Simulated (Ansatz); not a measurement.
Relaxation of C2H7BOS (12 atoms, charge 0, multiplicity 1), to a largest force component of 0.015 eV/Å in at most 40 steps.

Theory: Ansatz 0.2.0, RKS B3LYP/6-31G.

```xyz
12
Properties=species:S:1:pos:R:3
C 0.428 -0.588 1.803
C 0.296 0.101 0.415
O -0.166 -0.856 -0.533
B -0.129 -0.217 -1.852
S -1.810 0.539 -2.461
H 1.101 -1.371 1.771
H 0.746 0.207 2.543
H -0.581 -0.906 2.084
H -0.415 0.972 0.523
H 1.318 0.490 0.183
H 0.732 -0.238 -2.537
H -1.441 1.812 -1.904
```

Task: Where does it end, and by what steps?

Result: It converged. The force dipped under the threshold on the way, but the program's further checks kept it going. Limits of this set-up: no polarisation functions. After 18 steps the energy has fallen by 1.862 eV; H12 moved furthest, 1.68 Å.

| step | energy less start (eV) | largest force component (eV/Å) | accepted |
| --- | --- | --- | --- |
| 0 | 0.0000 | 3.362 | yes |
| 1 | -0.3691 | 2.421 | yes |
| 2 | -0.5742 | 1.211 | yes |
| 3 | -0.7684 | 0.503 | yes |
| 4 | -0.9591 | 0.415 | yes |
| 5 | -1.1169 | 1.073 | yes |
| 6 | -1.3095 | 1.007 | yes |
| 7 | -1.5524 | 0.809 | yes |
| 8 | -1.7076 | 0.528 | yes |
| 9 | -1.8051 | 0.336 | yes |
| 10 | -1.8508 | 0.114 | yes |
| 11 | -1.8600 | 0.117 | yes |
| 12 | -1.8588 | 0.182 | no |
| 13 | -1.8613 | 0.019 | yes |
| 14 | -1.8616 | 0.006 | yes |
| 15 | -1.8618 | 0.036 | yes |
| 16 | -1.8617 | 0.050 | no |
| 17 | -1.8620 | 0.014 | yes |
| 18 | -1.8620 | 0.009 | yes |

```xyz
12
Properties=species:S:1:pos:R:3
C 0.269 -0.632 1.673
C 0.629 0.429 0.644
O -0.384 0.441 -0.421
B -0.131 0.143 -1.727
S -1.500 0.181 -2.966
H 0.297 -1.632 1.230
H 0.978 -0.604 2.508
H -0.737 -0.456 2.066
H 0.619 1.431 1.083
H 1.616 0.247 0.200
H 0.949 -0.150 -2.133
H -2.528 0.547 -2.122
```

Time of the run: 93 s on 1 thread of Intel(R) Xeon(R) Processor @ 2.70GHz, with other jobs on the host, peak memory 0.18 GiB.
